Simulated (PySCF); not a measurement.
**From computed data to an observable: chemical shift, span and skew from a shielding tensor**

GaFBr2, SMILES [F][Ga]([Br])[Br]. Atoms are numbered in the order given.

```xyz
4

Ga     0.0000     0.0000    -0.5309
F      0.0000     0.0000    -2.2711
Br     0.0000    -1.9781     0.5271
Br     0.0000     1.9781     0.5271
```
Charge 0, spin multiplicity 1.

Coordinates come from a ωB97X-D3(BJ)/def2-SVP optimisation. The structure was generated by enumeration; whether it is a known compound was not checked.

GIAO shieldings from B3LYP/pcSseg-1 (PySCF), non-relativistic, no solvent. The symmetric part of the tensor of F2 has the principal values 129.5, 274.9, 365.8 ppm. The same nucleus in CFCl3 has σ = 161.7 ppm at this level (PySCF, at its B3LYP-D3(BJ)/def2-TZVP geometry). Without spin–orbit terms, shifts of atoms bonded to Cl or Br come out too high.

Question: Work out the isotropic shielding, the ¹⁹F shift against CFCl3, the span and the skew.

Answer: 
σ(iso) = (σ11 + σ22 + σ33)/3 = 256.7 ppm. δ = σ(ref) − σ(iso) = 161.7 − (256.7) = -95.0 ppm.
Span Ω = σ33 − σ11 = 236.3 ppm. Skew κ = 3(σ(iso) − σ22)/Ω = -0.23. Tumbling in solution averages the tensor to δ; in a static solid the shielding alone would spread this spin-1/2 line over Ω.
